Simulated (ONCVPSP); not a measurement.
# boron (B): one change to an ONCV potential, before and after

* Element: B
* Generator: ONCVPSP 4.0.1
* Type: optimised norm-conserving Vanderbilt (ONCV)
* Functional: PBEsol
* Relativity: non-relativistic
* Frozen core: [He]
* Valence charge: 3
* Reference configuration: 2s1 (charge +2)
* Partial waves: 2s: rc 1.00 bohr, ncon 4, nbas 7, qcut 8.3 1/bohr, 1 projector; p scattering state at 0.29 Ha: rc 0.80 bohr, ncon 4, nbas 9, qcut 8.9 1/bohr, 3 projectors, debl 0.4 Ha
* Local potential: polynomial inside 0.70 bohr (lpopt 4, dvloc0 4 Ha)
* Core correction: Teter function, fcfact 3, rcfact 1.7

All-electron outer shells of the reference configuration (PBEsol, non-relativistic, ld1.x):

```json
{"shell": "1s", "level (eV)": "-209.96", "outermost node (bohr)": "–", "outermost maximum (bohr)": "0.21"}
{"shell": "2s", "level (eV)": "-31.27", "outermost node (bohr)": "0.46", "outermost maximum (bohr)": "1.39"}
```

Change: p: rc 0.56; local potential polynomial inside 0.56 bohr (lpopt 4, dvloc0 4 Ha).

Cutoffs: the cutoffs (Ha) at which the residual kinetic energy of the hardest occupied pseudo-wave falls to 1 and 0.1 mHa per electron; they do not see the model core or the augmentation charge, which bear on the density cutoff. Errors are all-electron minus pseudo energies relative to the spin-unpolarised reference configuration.

Problem. How do hardness, ghosts and transferability respond?

Solution. The potential gets neither clearly harder nor softer (30 Ha and 104 Ha → 30 Ha and 104 Ha); both files keep a bound ghost (p); of the 4 tests that both files solve, the error grows in 2 and shrinks in 2 by more than 15 % and 0.3 meV (median size 4.1 → 3.6 meV).

| quantity | base | changed |
| --- | --- | --- |
| cutoff, loose | 30 Ha | 30 Ha |
| cutoff, tight | 104 Ha | 104 Ha |
| bound ghosts | p | p |
| GHOST(+) flags under 300 eV | none | none |
| error for 2s2 2p1, meV [ΔE -33.40 eV] | +4.2 | +5.1 |
| error for 2s2, meV [ΔE -25.25 eV] | -3.9 | -3.2 |
| error for 2s2 2p0.5, meV [ΔE -30.54 eV] | +0.2 | +1.1 |
| error for 2s1 2p1, meV [ΔE -19.14 eV] | +4.9 | +4.1 |
| s: phases at 1.01 bohr within 0.05 rad from the reference energy up to (Ha; the scan ends near 5) | 0.5 | 0.3 |
| rms error of d²Exc/dni dnj with the model core, mHa | 6.07 | 6.07 |

 A true bound ghost makes a file unfit for plane-wave use even where its test errors are small: the radial tests pick states by their node count and pass the ghost by.
